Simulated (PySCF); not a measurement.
C2H6OS, charge +1, doublet, geometry from GFN2-xTB (a state made from the parent by changing its charge; the spin is typed, not shown lowest). Base run: BLYP/STO-3G run with PySCF.

Geometry (Å):
```xyz
10

C     -1.3096     0.6417    -0.7819
S      0.0051    -0.4167    -0.0796
C      1.5449     0.5626    -0.1864
O     -0.2899    -0.6651     1.3013
H     -2.2576     0.1106    -0.7263
H     -1.0675     0.8608    -1.8169
H     -1.3745     1.5517    -0.1868
H      1.4149     1.4744     0.3951
H      2.3621    -0.0174     0.2374
H      1.7485     0.7828    -1.2294
```
Charge +1, spin multiplicity 2.
Orbitals are unrestricted.
All else is at PySCF's defaults.
Base energy -546.36539 Eh.

Each row names what was changed in the base input (with any setting that the change needs).

```
change                                                                            ΔE vs base (mEh)  SCF cycles  <S^2>        outcome
--------------------------------------------------------------------------------  ----------------  ----------  -----  -------------
base                                                                                         0.000          10  0.751      converged
diis = off; damp = 0.3 (with mf.diis_start_cycle = 200; with mf.max_cycle = 150)                 -         150      -  not converged
init_guess = sap                                                                             0.000          15  0.751      converged
init_guess = mod_huckel                                                                      0.000          13  0.751      converged
diis_space = 20                                                                              0.000          10  0.751      converged
init_guess = atom                                                                            0.000          10  0.751      converged
diis_space = 4                                                                               0.000          11  0.751      converged
level_shift = 0.5 (with mf.max_cycle = 100)                                                  0.000          24  0.751      converged
level_shift = 0.3 (with mf.max_cycle = 100)                                                  0.000          18  0.751      converged
conv_tol = 1e-11                                                                             0.000          11  0.751      converged
solver = newton                                                                              0.000           -  0.751      converged
conv_tol_grad = 1e-7                                                                         0.000          13  0.751      converged
conv_tol = 1e-12                                                                             0.000          12  0.751      converged
```

Open shells are given as the SCF converged; they aren't shown to be the lowest states, and a large step between rows can be another state.
